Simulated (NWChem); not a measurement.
# Si₂H₄, singlet; SMILES [SiH3][SiH]

```xyz
6

Si    -0.0794     1.3155     0.0059
H      1.4472     1.2885    -0.0097
Si    -0.0271    -1.0655     0.0055
H      0.9069    -1.6290     1.0222
H      0.4890    -1.4375    -1.3489
H     -1.3521    -1.7215     0.1776
```
Atoms are numbered in this order, from 1.

Program: NWChem. Pople sets run with spherical d functions. Low-valent species are run as closed-shell singlets; no triplet was tried in these runs. The geometry was optimised at PBE0-D3(BJ)/def2-TZVP. Total energies compare along this basis series because the functional is fixed.

| level | basis functions | energy (Ha) | highest occupied level (eV) | orbital gap (eV) | dipole (D) |
|---|---|---|---|---|---|
| Hartree-Fock/STO-3G | 22 | -573.4445 | -5.83 | 11.39 | 1.06 |
| Hartree-Fock/3-21G | 34 | -577.0364 | -8.80 | 8.54 | 0.42 |
| Hartree-Fock/6-31G* | 44 | -580.0773 | -8.77 | 8.70 | 0.30 |
| Hartree-Fock/6-31+G* | 52 | -580.0794 | -8.83 | 8.57 | 0.30 |
| Hartree-Fock/6-311G** | 76 | -580.1255 | -8.80 | 8.65 | 0.26 |
| Hartree-Fock/6-311++G** | 88 | -580.1265 | -8.83 | 8.56 | 0.28 |
| Hartree-Fock/def2-TZVPD | 122 | -580.1340 | -8.82 | 8.68 | 0.23 |
| Hartree-Fock/def2-QZVP | 260 | -580.1517 | -8.82 | 8.65 | 0.23 |
